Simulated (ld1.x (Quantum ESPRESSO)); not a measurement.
## Reading a pseudo-wave (Mo (Z = 42))

Columns: radius, all-electron u(r) and pseudo u(r) of the 4p shell (level -38.85 eV) of molybdenum in the configuration [Ar] 3d10 4s2 4p6 4d5 5s0.75 5p0.25; PBE, scalar-relativistic, TM scheme, ld1.x (Quantum ESPRESSO) 7.5.

| r (bohr) | all-electron | pseudo |
| --- | --- | --- |
| 0.115 | 0.2495 | 0.0197 |
| 0.230 | -0.3692 | 0.0788 |
| 0.345 | -0.5160 | 0.1774 |
| 0.460 | -0.2279 | 0.3141 |
| 0.575 | 0.1872 | 0.4829 |
| 0.690 | 0.5537 | 0.6677 |
| 0.805 | 0.8121 | 0.8392 |
| 0.920 | 0.9603 | 0.9629 |
| 1.035 | 1.0174 | 1.0174 |
| 1.150 | 1.0083 | 1.0083 |
| 1.265 | 0.9563 | 0.9563 |
| 1.380 | 0.8796 | 0.8796 |
| 1.495 | 0.7913 | 0.7913 |
| 1.610 | 0.7003 | 0.7003 |
| 1.725 | 0.6122 | 0.6122 |
| 1.840 | 0.5300 | 0.5300 |
| 1.955 | 0.4555 | 0.4555 |
| 2.070 | 0.3892 | 0.3892 |
| 2.185 | 0.3309 | 0.3309 |
| 2.300 | 0.2803 | 0.2803 |
| 2.415 | 0.2367 | 0.2367 |
| 2.530 | 0.1993 | 0.1993 |
| 2.645 | 0.1675 | 0.1675 |
| 2.760 | 0.1405 | 0.1405 |
| 2.875 | 0.1176 | 0.1176 |
| 2.990 | 0.0984 | 0.0984 |

Question: How many radial nodes do the two functions have?

Answer: The all-electron 4p function has n − l − 1 = 2; the pseudo-wave has 0, since the states of the same l below it are removed with the core.

Question: At about which radius was the pseudo-wave matched?

Answer: 1.10 bohr, where the columns begin to agree (steps of 0.12 bohr).

Question: Is the pseudo-wave norm-conserving?

Answer: Yes: the TM scheme keeps the norm inside the radius equal to the all-electron one, which fixes the energy derivative of the logarithmic derivative at the level.
